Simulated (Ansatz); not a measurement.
Reaction (redistribution): `[OH][Al]([Cl])[Cl]` + `C[Se][InH2]` → `C[Se][Al]([Cl])[Cl]` + `[OH][InH2]`

Gas-phase electronic energies from Ansatz, PBE0-D4/def2-TZVP geometries. CCSD(T)/CBS is the MP2 limit (def2-TZVPP, def2-QZVPP) plus CCSD(T) − MP2 in def2-TZVPP, frozen cores. Functionals use def2-TZVPP. def2 core potentials past Kr. For In, Se outer-core shells are correlated without core-valence functions, which leaves a few kJ/mol of doubt a bond. Scalar relativity is left out up to krypton. Each species was taken in one conformer, which may not be the lowest.

```csv
level,ΔE (kJ/mol),difference from CCSD(T)/CBS
BLYP-D4,87.7,-3.4
PBE0-D4,91.3,0.2
r2SCANh-D4,95.2,4.1
BHLYP-D4,101.1,10.0
CAM-B3LYP-D4,95.5,4.4
BLYP,91.6,0.5
HF/def2-SVP,108.3,17.2
HF/def2-TZVPP,108.8,17.7
CCSD/def2-TZVPP,97.4,6.3
CCSD(T)/def2-TZVPP,94.0,2.9
CCSD(T)/CBS,91.1,0
```

Largest T1 diagnostic among the species: 0.017.

From PBE to PBE0 (25 % exact exchange), in def2-TZVPP and without D4, ΔE moves by +7.3 kJ/mol. The D4 term adds −3.3 kJ/mol with B3LYP and −2.0 kJ/mol with PBE0; it sums over pairs of atoms, weighted by their polarisabilities, and B3LYP, whose exchange is more repulsive, gets the larger term. At CCSD(T), def2-SVP lies +3.9 kJ/mol from the extrapolated value and def2-TZVPP +2.9 kJ/mol.

B3LYP here is the variant with VWN-RPA as its local correlation; programs differ in this.
